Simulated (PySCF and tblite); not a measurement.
The numbers below are computed, except where a source is named.
Barrier and rate of a rotation

System: C₅H₂N₂O₂, numbered as in [N:1]#[C:2][C:3](=[O:4])/[CH:5]=[C:6](/[OH:7])[C:8]#[N:9].

Motion: rotation about the C6–O7 bond (torsion C5–C6–O7–H from -180° to 0°, rising). The path came from a restrained scan, a climbing-image band and a saddle search at GFN2-xTB; energies are PBE0/pcSseg-1 + D3(BJ)//GFN2-xTB, thermal terms GFN2-xTB. Rates follow Eyring's equation with the number of equivalent paths and no tunnelling. Programs: tblite and PySCF.

```json
{"point": "start", "symmetry": "Cs", "E(GFN2) kcal/mol": "0.0", "E(DFT) kcal/mol": "0.0", "ZPE change kcal/mol": "0.00", "lowest mode cm⁻¹": "42", "dipole D": "5.12"}
{"point": "saddle", "symmetry": "C1", "E(GFN2) kcal/mol": "8.2", "E(DFT) kcal/mol": "7.2", "ZPE change kcal/mol": "-0.88", "lowest mode cm⁻¹": "563i", "dipole D": "4.95"}
{"point": "end", "symmetry": "Cs", "E(GFN2) kcal/mol": "0.0", "E(DFT) kcal/mol": "1.0", "ZPE change kcal/mol": "0.12", "lowest mode cm⁻¹": "41", "dipole D": "5.68"}
```

- Electronic barrier: 7.2 kcal/mol
- Barrier with zero-point energy: 6.3 kcal/mol
- ΔH‡ (298 K): 6.2 kcal/mol
- ΔS‡ (298 K, symmetry apart): -0.4 cal/(mol K)
- Paths: 2 equivalent paths
- End point: a different minimum
- Mean lifetime of the start against this motion at 298 K: 3.1 ns
- Cost: 52 s on 1 thread of Arm Neoverse V2 (shared host) (rough), peak memory 0.82 GiB, launched as `OMP_NUM_THREADS=1 python ens_run.py task.json out`

```tsv
T/K	ΔG‡ kcal/mol	k s⁻¹	ΔG kcal/mol	k back s⁻¹
150	6.2	4890	1.1	2.3×10⁵
200	6.2	1.2×10⁶	1.1	2.2×10⁷
250	6.2	3.6×10⁷	1.2	3.7×10⁸
298	6.3	3.2×10⁸	1.2	2.3×10⁹
350	6.3	1.7×10⁹	1.2	9.4×10⁹
400	6.3	5.8×10⁹	1.2	2.6×10¹⁰
500	6.4	3.3×10¹⁰	1.2	1.1×10¹¹
```

ΔG and ΔG‡ leave out symmetry numbers and mirror images; rates count paths: 2 out, 2 back.
